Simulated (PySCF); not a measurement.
**Relaxation of singlet HTlS**

Level of theory: PBE0/[Tl def2-TZVP with ECP60, S def2-TZVP, H def2-TZVP], scalar-relativistic core potentials, density fitting, no spin–orbit coupling, PySCF. A (50,194) grid was used.

A hand-made bent start, of Cs symmetry, held to at least that symmetry:

```xyz
3
charge 0 multiplicity 1, angstrom
Tl    0.2536    0.0000   -0.1861
S    -1.6796    0.0000    1.1675
H     1.6953    0.0000    0.8234
```

Problem. What does it relax to?

Solution. It ends at C∞v with Tl–H 1.670 Å, Tl–S 2.207 Å; H–Tl–S 180.0°. No frequency check is given, so it may be a saddle point.

Problem. How much energy is released, and in how many steps?

Solution. 146.9 kJ/mol in 8 steps.

Spin–orbit coupling, left out here, can matter for elements this heavy.

The relaxation took 32 s on 2 threads of a shared Intel Xeon Platinum 8375C @ 2.90GHz (Ice Lake) host, with 93 basis functions and 9 gradients; the process peaked at 0.86 GiB.
